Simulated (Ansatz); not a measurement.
One change: `[NH2][In]([NH2])[NH2]` becomes `[NH2][In]([NH2])[Br]`.

Ansatz, PBE0-D4/def2-TZVP geometries, multiplicity 1. Each molecule was computed in one conformer, which needn't be the lowest.

Elements past krypton have def2 core potentials. Scalar relativity is left out up to krypton.

```
                                          property  `[NH2][In]([NH2])[NH2]`
             HOMO–LUMO gap (B3LYP/def2-TZVPP) / eV                     5.54
  size of the dipole moment (B3LYP/def2-TZVPP) / D                     0.94
                HOMO energy (PBE0/def2-TZVPP) / eV                    -6.77
                 HOMO energy (PBE/def2-TZVPP) / eV                    -5.38
size of the dipole moment (ωB97M-V/def2-TZVPP) / D                     0.98
    zero-point energy (PBE0-D4/def2-TZVP) / kJ/mol                    196.3
```

Problem. What does the change do to each property? (Estimate.)

Solution. The calculation gave: 
| property | `[NH2][In]([NH2])[Br]` | shift |
| --- | --- | --- |
| HOMO–LUMO gap (B3LYP/def2-TZVPP) / eV | 5.37 | -0.17 |
| size of the dipole moment (B3LYP/def2-TZVPP) / D | 3.43 | 2.49 |
| HOMO energy (PBE0/def2-TZVPP) / eV | -7.34 | -0.57 |
| HOMO energy (PBE/def2-TZVPP) / eV | -5.97 | -0.59 |
| size of the dipole moment (ωB97M-V/def2-TZVPP) / D | 3.46 | 2.48 |
| zero-point energy (PBE0-D4/def2-TZVP) / kJ/mol | 133.7 | -62.6 |

With PBE0 the HOMO falls by 0.57 eV and the LUMO falls by 0.77 eV, so the gap narrows by about 0.20 eV. PBE moves the HOMO by -0.59 eV and ωB97M-V by -0.54 eV. The zero-point energy changes by -62.6 kJ/mol with -6 modes. Dipoles are sizes alone; their direction can turn.

B3LYP here is the variant with VWN-RPA as its local correlation; programs differ in this.

Spin–orbit coupling is left out; it splits and shifts lone-pair levels of the heavy atoms by tenths of an eV.
